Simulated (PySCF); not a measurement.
## A computed series [M(OH)3(NH3)]+

Computed with PySCF 2.14.0, PBE0, def2-SVP on the ligands, density fitting, scalar-relativistic core potentials, no spin-orbit coupling, vacuum. Each member is relaxed from one template within its symmetry. Distances are means of the shortest metal–ligand contacts, charges and spins Mulliken's; removal energies are rigid, with the ligand's formal charge and no counterpoise, so too large; for an anion taken off a cation in vacuum most of it is the attraction of opposite charges, and multiply charged cations can part far more cheaply with an electron moved from ligand to metal. lcecp potentials hold a fixed number of 4f electrons in the core, out of states, spins and gaps.

```csv
metal,basis on the metal,point group,M–OH (Å),M–NH3 (Å),charge on M (e),removal of one OH (eV),"strongest infrared band, degenerate modes summed (cm⁻¹)",unstable modes (below −25 cm⁻¹)
Ce,lcecp-2-SVP with ECP46,nearly C3v,2.026,2.553,1.58,16.64,3924,0
Nd,lcecp-2-SVP with ECP48,C3v,2.006,2.501,1.47,16.85,–,not given
```

Task: Order these by the M–OH distance, lowest first.
A. Hf, def2-SVP with ECP60
B. Pb, def2-SVP with ECP60
C. Pr, lcecp-2-SVP with ECP47
D. Tb, lcecp-2-SVP with ECP53
E. Dy, lcecp-2-SVP with ECP54

Result: A (1.900), E (1.942), D (1.950), C (2.019), B (2.051).

Task: What else do they give?

Result: 
```json
{"metal": "Pr", "basis on the metal": "lcecp-2-SVP with ECP47", "point group": "nearly C3v", "M–OH (Å)": "2.019", "M–NH3 (Å)": "2.527", "charge on M (e)": "1.44", "removal of one OH (eV)": "16.77", "strongest infrared band, degenerate modes summed (cm⁻¹)": "–", "unstable modes (below −25 cm⁻¹)": "not given"}
{"metal": "Tb", "basis on the metal": "lcecp-2-SVP with ECP53", "point group": "C3v", "M–OH (Å)": "1.950", "M–NH3 (Å)": "2.399", "charge on M (e)": "1.39", "removal of one OH (eV)": "17.30", "strongest infrared band, degenerate modes summed (cm⁻¹)": "–", "unstable modes (below −25 cm⁻¹)": "not given"}
{"metal": "Dy", "basis on the metal": "lcecp-2-SVP with ECP54", "point group": "nearly C3v", "M–OH (Å)": "1.942", "M–NH3 (Å)": "2.384", "charge on M (e)": "1.36", "removal of one OH (eV)": "17.37", "strongest infrared band, degenerate modes summed (cm⁻¹)": "–", "unstable modes (below −25 cm⁻¹)": "not given"}
{"metal": "Hf", "basis on the metal": "def2-SVP with ECP60", "point group": "C1, nearly C3v", "M–OH (Å)": "1.900", "M–NH3 (Å)": "2.298", "charge on M (e)": "1.28", "removal of one OH (eV)": "17.77", "strongest infrared band, degenerate modes summed (cm⁻¹)": "–", "unstable modes (below −25 cm⁻¹)": "not given"}
{"metal": "Pb", "basis on the metal": "def2-SVP with ECP60", "point group": "C1, nearly C3", "M–OH (Å)": "2.051", "M–NH3 (Å)": "2.333", "charge on M (e)": "1.16", "removal of one OH (eV)": "17.31", "strongest infrared band, degenerate modes summed (cm⁻¹)": "–", "unstable modes (below −25 cm⁻¹)": "not given"}
```

From Ce to Dy the M–OH distance shrinks by 0.08 Å, the lanthanide contraction, and the energy to remove one OH rises by 0.73 eV.

One start shape was tried for each, so a minimum needn't be the lowest isomer. Oxidation states forced by the potential, rare, strongly oxidising or of another configuration in reality: [Pr(OH)3(NH3)]+, [Nd(OH)3(NH3)]+, [Tb(OH)3(NH3)]+, [Dy(OH)3(NH3)]+.
